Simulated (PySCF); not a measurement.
C2H9BN2O, SMILES CN(C)B(N)O.

Geometry optimised at ωB97X-D3(BJ)/def2-SVP. Other conformers were not sampled.

Two levels are set side by side: TDA-PBE/def2-SVPD (PySCF) and TDA-PBE0/def2-SVPD (PySCF). Vertical, same geometry. The lowest singlet is HOMO→LUMO 100 % with PBE and HOMO→LUMO 99 % with the other functional; states are paired by order. Differences are taken from unrounded values.

```csv
quantity,TDA-PBE0
lowest singlet excitation (eV),5.38
lowest triplet excitation (TDA) (eV),5.28
first bright state (f over 0.05) (eV),7.33
its oscillator strength,0.05
```

### Question
What does TDA-PBE give, and how far is it from TDA-PBE0? (The exact figures need the calculation; the answer reports its results.)

### Answer

```csv
quantity,TDA-PBE,TDA-PBE minus TDA-PBE0
lowest singlet excitation (eV),4.53,-0.85
lowest triplet excitation (TDA) (eV),4.46,-0.82
first bright state (f over 0.05) (eV),6.73,-0.60
its oscillator strength,0.13,0.08
```

A lower first singlet is the usual sign of a functional without exact exchange. Differences between two approximate levels are no errors against the true value.

Rough cost on one machine, each run with all the roots and properties that it gave: TDA-PBE0 against TDA-PBE about 3 times.
